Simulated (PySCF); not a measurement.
Stepwise substitution at one centre (In Cl-NH2). All species are isolated molecules in the gas phase. One relaxed conformer stands for each flexible species; it need not be the lowest. Strings in code marks are SMILES.

Method: PBE-D3(BJ)/def2-TZVP // B3LYP-D3(BJ)/def2-TZVP (PySCF). Excitations are Tamm–Dancoff values on a coarser integration grid. The basis has no diffuse functions, so Rydberg states are missing or too high.

```json
[
 {"species": "0 of 3 Cl replaced by NH2", "HOMO (eV)": "-8.01", "S1 excitation (TDA) (eV)": "…", "S1 oscillator strength": "…"},
 {"species": "1 of 3 Cl replaced by NH2 (`[NH2][In]([Cl])[Cl]`)", "HOMO (eV)": "-6.74", "S1 excitation (TDA) (eV)": "4.01", "S1 oscillator strength": "…"},
 {"species": "2 of 3 Cl replaced by NH2 (`[NH2][In]([NH2])[Cl]`)", "HOMO (eV)": "-6.12", "S1 excitation (TDA) (eV)": "4.08", "S1 oscillator strength": "0.010"},
 {"species": "3 of 3 Cl replaced by NH2 (`[NH2][In]([NH2])[NH2]`)", "HOMO (eV)": "-5.38", "S1 excitation (TDA) (eV)": "4.09", "S1 oscillator strength": "0.023"}
]
```

Q: What belongs in the gaps?

A: 
- 0 of 3 Cl replaced by NH2, S1 excitation (TDA) (eV): 4.22
- 0 of 3 Cl replaced by NH2, S1 oscillator strength: 0.000
- 1 of 3 Cl replaced by NH2 (`[NH2][In]([Cl])[Cl]`), S1 oscillator strength: 0.029
